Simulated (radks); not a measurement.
The numbers below are computed, except where a source is named.
Successive ionisation energies (eV) of one element, from differences of total energies of ions in their ground configurations, starting at charge 4: 99.961, 119.70, 139.66, 169.90, 192.60, 215.38, 262.21, 289.68, 791.49, 864.54, 936.82, 1049.5. Code: a radial shooting solver on a logarithmic mesh with Libxc functionals. Model: non-relativistic Kohn-Sham, r2SCAN, spin-polarised, spherical densities, point nucleus; open shells are filled with parallel spins first; meta-GGA in the generalised Kohn-Sham scheme. Which element is it?

Answer. Titanium (Z = 22). The first species listed is Ti4+ in [Ar], the last Ti15+ in [He] 2s2 2p3.
